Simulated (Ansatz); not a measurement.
`OC1(F)[SiH2][SiH2]1` + CH₄ → `CC1(F)[SiH2][SiH2]1` + H₂O  (formal exchange of groups at a C–O bond)

Program: Ansatz. Geometries: PBE0-D4/def2-TZVP. ΔE: electronic, gas phase. CBS: MP2 limit from def2 TZ/QZ plus the TZ coupled-cluster correction, frozen cores. This one scheme is used for every species. Functionals use def2-TZVPP. One conformer a species, not always the lowest.

```tsv
level	ΔE (kJ/mol)
r2SCAN-D4	-17.7
MP2/def2-TZVPP	-34.8
```

Q: What does CCSD(T)/CBS give? (An estimate is asked.)

A: Computed: -32.8 kJ/mol. The listed levels differ from it by 15.1, -2.0 kJ/mol.

Largest T1 diagnostic among the species: 0.015.

In def2-TZVPP, CCSD(T) changes the Hartree–Fock value by −9.0 kJ/mol (the triples alone add +0.3 kJ/mol) and MP2 by −15.5 kJ/mol. From PBE to PBE0 (25 % exact exchange), in def2-TZVPP and without D4, ΔE moves by −7.0 kJ/mol. The D4 term adds −5.2 kJ/mol with B3LYP and −2.9 kJ/mol with PBE0; it sums over pairs of atoms, weighted by their polarisabilities, and B3LYP, whose exchange is more repulsive, gets the larger term.

B3LYP here is the variant with VWN-RPA as its local correlation; programs differ in this.
